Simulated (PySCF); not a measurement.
## [Zn(F)2] (charge 0, multiplicity 1)

All values below come from PySCF 2.14.0 with TPSSh-D3(BJ)/def2-TZVP // BP86-D3(BJ)/def2-SVP.

```json
{
 "HOMO": "-9.43 eV",
 "dipole_moment": "0.00 D",
 "HOMO–LUMO gap": "7.04 eV",
 "LUMO": "-2.39 eV",
 "charge on the central atom (Mulliken)": "0.93 e",
 "charge on the central atom (meta-Löwdin)": "1.42 e",
 "total_energy": "-1979.2115 Ha",
 "cost": "very roughly 40 core-seconds"
}
```

```xyz
3

Zn     0.0000     0.0000     0.0000
F     -1.6270     0.5720     0.2080
F      1.6270    -0.5720    -0.2080
```
Charge 0, spin multiplicity 1.
